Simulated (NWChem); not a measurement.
Molecule: AlSiH5O; SMILES [AlH2][O][SiH3]

```xyz
8

Al     0.0018    -1.8017     0.0010
H     -1.3954    -2.5463     0.0002
H      1.3964    -2.5511     0.0003
O      0.0059    -0.0979     0.0026
Si     0.0002     1.5444     0.0006
H      0.3812     2.0644     1.3426
H     -1.3504     2.0720    -0.3387
H      0.9683     2.0705    -1.0009
```
Atoms are numbered in this order, from 1.

STO-3G and 3-21G are far too small for this property and stand as cheap habits. Coordinates come from a B3LYP/6-31G* (spherical d) optimisation.

**Question.** Give the principal values of the shielding tensors (ppm) of Al1, O4, Si5 from Hartree-Fock/STO-3G, GIAO (NWChem), with their diamagnetic and paramagnetic parts as GIAO splits them.

**Answer.** 
| atom | σ11 | σ22 | σ33 | isotropic | diamagnetic | paramagnetic |
|---|---|---|---|---|---|---|
| Al1 | 410.3 | 451.2 | 501.0 | 454.2 | 780.9 | -326.7 |
| O4 | 287.2 | 544.8 | 705.5 | 512.5 | 387.6 | 124.9 |
| Si5 | 584.9 | 590.1 | 688.5 | 621.2 | 867.1 | -245.9 |
